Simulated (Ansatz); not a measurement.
Job for Ansatz (a program for electronic structure): R-r2SCAN/def2-TZVPP on H2Zr (SMILES [ZrH2]), 2S+1 = 1, a spin state set in the input, which need not be the lowest. Elements past Kr take the def2 small-core potentials; no spin–orbit coupling.

Ansatz 0.2 input:
```yaml
crystal:
  periodic: [false, false, false]
  atoms:
    - {symbol: Zr, position_ang: [0.42915041, 0.10630913, 0.39954216]}
    - {symbol: H, position_ang: [0.01260019, -1.57936403, -0.15708255]}
    - {symbol: H, position_ang: [-0.47491931, 1.52042650, -0.31277924]}
basis:
  gaussian:
    orbitals: def2-TZVPP
hamiltonian:
  xc: {name: r2SCAN}
```

The log:

```
WARN ansatz: RAYON_NUM_THREADS=1 ignored (pool sized by the plan → 1); use --threads N
Functional definition: r2SCAN
integrals: 0.02 GiB planned
430 factors; their error is unknown
mean field: 0.18 GiB planned
mean field evaluation 1: about -1305.6155 eV, gradient 2.5e1 eV
mean field evaluation 2: about -1305.1912 eV, gradient 3.4e1 eV
mean field evaluation 4: about -1308.8989 eV, gradient 4.6e0 eV
mean field evaluation 8: about -1308.9848 eV, gradient 1.4e-1 eV
mean field evaluation 16: about -1308.9775 eV, gradient 8.0e-4 eV
mean field evaluation 32: about -1308.0669 eV, gradient 3.4e-4 eV
mean field evaluation 64: about -1307.0913 eV, gradient 1.6e1 eV
mean field -1308.97753378 eV, -48.1040371094 hartree, gradient 2.3e-5 eV, S^2 0.000000; 8 other end points of the search recorded, 0 dependent functions left out
reference -1308.97754827 eV, -48.1040376422 hartree; 7, 7 occupied and 77, 77 virtual orbitals, 430 factors
Total energy: -1308.97754827 eV, -48.1040376422 hartree
```

The run converged.

Cost: very roughly 6 core-seconds.
